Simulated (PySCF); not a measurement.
# Identify the compound

Molecular formula: C6H11N2PSi. Simulated spectra:

¹H NMR (600 MHz, computed): δ 9.00 (d, 1H), 7.85 (m, 1H), 7.51 (m, 1H), 7.37 (m, 1H), 6.18 (m, 1H), 2.81 (s, 3H), 1.24 (m, 2H), 0.61 (br s, 1H).

¹³C{¹H} NMR (computed): δ 170.3, 155.2, 140.1, 134.1, 128.3, 32.3.

- GFN2-xTB structure
- σ from GIAO-PBE0/pcSseg-1
- program: PySCF 2.14
- rapidly exchanging positions averaged, a single conformation, non-relativistic, isolated molecule

Chemical shifts δ = σref − σ; ¹H and ¹³C vs TMS, all at this level.

**Question.** Deduce the structure.

**Answer.** 
- 6 carbon signals for 6 carbons: no two carbons are equivalent.
- Carbon types of the structure: 1 × C, 4 × CH, 1 × CH3, leaving 4 H on heteroatoms.
- δC 170.3: substituted aromatic carbon next to a ring nitrogen.
- δC 155.2: aromatic CH next to a ring nitrogen; the adjacent pyridine-type nitrogen withdraws density from it.
- δC 140.1, 134.1, 128.3: aromatic CH.
- δC 32.3: methyl carbon bonded to N; pulled downfield by the heteroatom.
- δH 9.00: hydrogen on an aromatic CH next to a ring nitrogen; ring current plus the neighbouring ring nitrogen.
- δH 2.81: hydrogen on a methyl carbon bonded to N; its carbon carries N, which withdraws density.
- δH 0.61: hydrogen on a nitrogen bonded to C, Si; exchangeable; this is the value without hydrogen bonding to other molecules.

Structure: `[Si@@H](NC)(P)c1ccccn1`.

The data come from this structure; uniqueness wasn't tested.

OH/NH shifts are gas-phase values; hydrogen bonding in solution moves them, usually downfield. Splittings by ³¹P in the carbon and heteronuclear signals aren't shown, as no couplings were computed. Shifts are as computed. Against solution values, carbons near 30 ppm lie about +3 ppm off and those near 130 ppm about +5 ppm. Of 1309 compounds with measured shifts, 239 miss one by over three times the rms of a fit or turn the order of signals round; such compounds aren't used in these exercises. No couplings were computed; multiplicities are counted from neighbouring protons, with m where these are inequivalent, close in shift, in a saturated or five-membered ring or joined by F or P, and br s for small geminal =CH2 splittings.
